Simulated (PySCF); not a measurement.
Isomers of C6H7Cl, mass 114.024 u with the commonest isotopes. Theory: PBE0-D3(BJ)/def2-SVP geometry optimisation, gas phase in PySCF 2.14.0. One conformer each, none proved a minimum here; rigid rotors.

Task: Order these by out-of-plane moment Σ m c² = (Ia + Ib − Ic)/2, smallest first.
A. `[CH:1]#[C:2][CH2:3][C:4](=[CH2:5])[CH2:6][Cl:7]` with C2–C3–C4–C5 118°, C3–C4–C6–Cl7 -63°
B. `[CH2:1]=[CH:2]/[CH:3]=[CH:4]/[CH:5]=[CH:6]/[Cl:7]` with C1–C2–C3–C4 180°, C3–C4–C5–C6 180°
C. `C1[C@@H]2[C@H]1C(=CC2)Cl`
D. `[C@H]12[C@@H](C=CC2)[C@H]1Cl`

Result: B (0.00 u·Å²), C (17.17 u·Å²), A (33.22 u·Å²), D (62.63 u·Å²).

Task: Order these by dipole moment, smallest first.
A. `[CH:1]#[C:2][CH2:3][C:4](=[CH2:5])[CH2:6][Cl:7]` with C2–C3–C4–C5 118°, C3–C4–C6–Cl7 -63°
B. `[C@H]12[C@@H](C2)CC=C1Cl`
C. `[CH2:1]=[CH:2]/[CH:3]=[CH:4]/[CH:5]=[CH:6]/[Cl:7]` with C1–C2–C3–C4 180°, C3–C4–C5–C6 180°

Result: C (1.30 D), A (1.62 D), B (1.78 D).

Task: Order these by radius of gyration √(Σ m r²/M), largest first.
A. `ClC1=CC[C@@H]2C[C@H]12`
B. `Cl[C@@H]1[C@@H]2C=CC[C@H]12`
C. `[CH:1]#[C:2][CH2:3][C:4](=[CH2:5])[CH2:6][Cl:7]` with C2–C3–C4–C5 118°, C3–C4–C6–Cl7 -63°
D. `[CH2:1]=[CH:2]/[CH:3]=[CH:4]/[CH:5]=[CH:6]/[Cl:7]` with C1–C2–C3–C4 180°, C3–C4–C5–C6 180°

Result: D (2.815 Å), C (2.070 Å), A (1.860 Å), B (1.706 Å).

```
                     SMILES  point group  Ia (u·Å²)  Ib (u·Å²)  Ic (u·Å²)      κ  μa (D)  μb (D)  μc (D)
               C#CCC(=C)CCl           C1     183.01     338.72     455.29  -0.54    0.80    1.23    0.69
     ClC1=CC[C@@H]2C[C@H]12           C1     107.74     304.02     377.41  -0.81    1.78    0.08    0.12
Cl[C@@H]1[C@@H]2C=CC[C@H]12            –     136.40     258.05     269.18  -0.91    1.22    1.10    0.30
             C=C/C=C/C=C/Cl           Cs      23.71     879.76     903.47  -1.00    1.21    0.47    0.00
```
